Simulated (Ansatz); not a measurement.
A calculation with Ansatz (development build ahead of 0.2.0).

```yaml
crystal:
  periodic: [false, false, false]
  atoms:
    - { symbol: Li, position_ang: [1.6618, 0.0564, -0.04921] }
    - { symbol: Li, position_ang: [-1.66488, 0.04933, -0.05595] }
    - { symbol: F, position_ang: [0.02503, 1.97076, 0.06307] }
    - { symbol: F, position_ang: [0.00581, -1.95774, -0.07234] }
basis:
  gaussian: { orbitals: def2-SVP }
hamiltonian:
  xc: hf
```

The input is written out in the form of the current development build from the run's settings.

The run gave:

```json
{"Converged": "yes", "Total energy": "-213.63341 hartree", "Spin squared of the determinant": "0.000"}
```

Caution: stretched shape with no unrestricted run beside it, a lower state can exist.
